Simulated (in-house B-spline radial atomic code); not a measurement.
Configurations of Rb VII (Rb6+), with energies counted from [Ar] 3d10 4s2 4p1. Level of theory: scalar-relativistic (X2C) M06-2X, spin-polarised, spherical fractional occupations, exact exchange averaged over the configuration, Fermi nucleus of rms radius 4.2036 fm; calculated with a radial B-spline atomic code at the basis-set limit. Shells without spins written out take the highest spin.

Occupations are held fixed; configurations that lie above the ionisation limit could autoionise.

| configuration | E - E(ref) (eV) | highest orbital | its <r> (bohr) |
| --- | --- | --- | --- |
| [Ar] 3d10 4s1 4p2 | 15.086 | 4p up | 1.414 |
| [Ar] 3d10 4s2 5p1 | 47.465 | 5p up | 2.785 |
| [Ar] 3d10 4s1 4p1 5s1 | 58.514 | 5s up | 2.565 |
| [Ar] 3d9 4s2 4p1 5s1 | 152.24 | 5s up | 2.519 |
| [Ne] 3s2 3p5 3d10 4s2 4p1 5d1 | 295.28 | 5d up | 3.242 |

(1) Order these further configurations by energy, lowest first.
A. [Ar] 3d9 4s2 4p1 5f1
B. [Ar] 3d10 4s2 5d1
C. [Ar] 3d10 4s1 4p1 4f1
D. [Ar] 3d10 4s2 4f1
E. [Ar] 3d10 4s1 4p1 5d1

(2) How far above the reference does [Ar] 3d10 4s2 5s1 lie?

## Answers

(1) D (52.312 eV), B (58.04 eV), C (69.863 eV), E (75.356 eV), A (179.64 eV).

(2) 40.539 eV; its least bound orbital is 5s up with <r> = 2.556 bohr.
